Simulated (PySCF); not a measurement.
**Core-level binding energies of (ClZn-mu-H)2**

Species: (ClZn-mu-H)2 (singlet state).
Structure used (PBE0-D3(BJ)/def2-SVP), in Å, numbered top down from 1:
```
atom  x, y, z in Å
Zn1   -0.3204   -1.1092    0.3453
Cl2   -0.9167   -3.0410    0.9464
H3     0.2020    0.3173    1.2143
Zn4    0.3449    1.0746   -0.3714
Cl5    0.9289    3.0134   -0.9627
H6    -0.1756   -0.3512   -1.2411
```

The calculation used delta-SCF UKS SCAN, pcX-2 on the ionised atom (unc-x2c-TZVPall on a metal), pcseg-1 elsewhere, spin-free X2C in PySCF 2.14.0. These are vertical core ionisation energies against the vacuum level, from separate self-consistent calculations with and without the core hole.

Question: Give the core binding energies atom by atom.

Answer: 
```tsv
atom(s)	environment	level	binding energy (eV)	2p1/2 (eV)	count
Zn1/Zn4	zinc bonded to Cl and 2 H	Zn 2p3/2	1028.22	1052.37	2
Cl2/Cl5	chlorine bonded to Zn	Cl 2p3/2	205.51	207.17	2
Cl2/Cl5	chlorine bonded to Zn	Cl 1s	2828.11	–	2
```

Question: Give the binding energy of Zn 2p3/2 of Zn1/Zn4 in hartree and in kJ/mol.

Answer: 1028.22 eV = 37.7864 Eh = 99208 kJ/mol.

Question: Which photon energy gives electrons from Zn 2p3/2 of Zn1/Zn4 a kinetic energy of 20 eV, and what is their de Broglie wavelength?

Answer: hν = 1028.22 + 20 = 1048.22 eV, recoil neglected; λ = 12.264 Å/√(E/eV) = 2.74 Å.

Atoms equivalent by their bonding share one computed value, that of the first of them. Spin–orbit coupling isn't in the SCF: each 2p doublet comes from a relaxed spin-free hole plus a matrix of the shell (mean-field spin–orbit coupling and the ground-state 2p splitting), with 2p3/2 averaged over its two sublevels. 2p1/2 minus 2p3/2 (ligand field included): Zn 24.15 eV, Cl 1.65 eV. Satellites of the metal's 2p lines aren't described. Isolated species at its PBE0-D3(BJ)/def2-SVP geometry, gas phase. Metal 2p energies of this one-determinant scheme are less reliable than its 1s energies.
